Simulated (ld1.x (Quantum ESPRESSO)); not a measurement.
Reading a pseudo-wave (H)

Columns: radius, all-electron u(r) and pseudo u(r) of the 1s shell (level -12.68 eV) of hydrogen in the configuration 1s0.5; PBE, scalar-relativistic, PAW scheme, ld1.x (Quantum ESPRESSO) 7.5.

```tsv
r (bohr)	all-electron	pseudo
0.032	0.0669	0.0577
0.065	0.1314	0.1165
0.098	0.1915	0.1741
0.130	0.2458	0.2282
0.162	0.2963	0.2801
0.195	0.3447	0.3308
0.228	0.3894	0.3785
0.260	0.4295	0.4215
0.292	0.4665	0.4611
0.325	0.5016	0.4986
0.358	0.5337	0.5325
0.390	0.5622	0.5621
0.422	0.5882	0.5888
0.455	0.6126	0.6134
0.488	0.6346	0.6354
0.520	0.6537	0.6543
0.552	0.6709	0.6713
0.585	0.6867	0.6868
0.618	0.7005	0.7006
0.650	0.7123	0.7123
0.682	0.7224	0.7224
0.715	0.7314	0.7314
0.748	0.7388	0.7388
0.780	0.7447	0.7447
0.812	0.7494	0.7494
0.845	0.7530	0.7530
```

Problem. How many radial nodes do the two functions have?

Solution. The all-electron 1s function has n − l − 1 = 0; the pseudo-wave has 0.

Problem. At about which radius was the pseudo-wave matched?

Solution. 0.65 bohr. The columns agree to 0.0005 from 0.55 bohr on; several derivatives are matched, so the curves merge somewhat inside the radius.

Problem. Is the pseudo-wave norm-conserving?

Solution. No, it belongs to a PAW set: the norm inside the radius is not constrained, and the difference is carried by the augmentation charge.
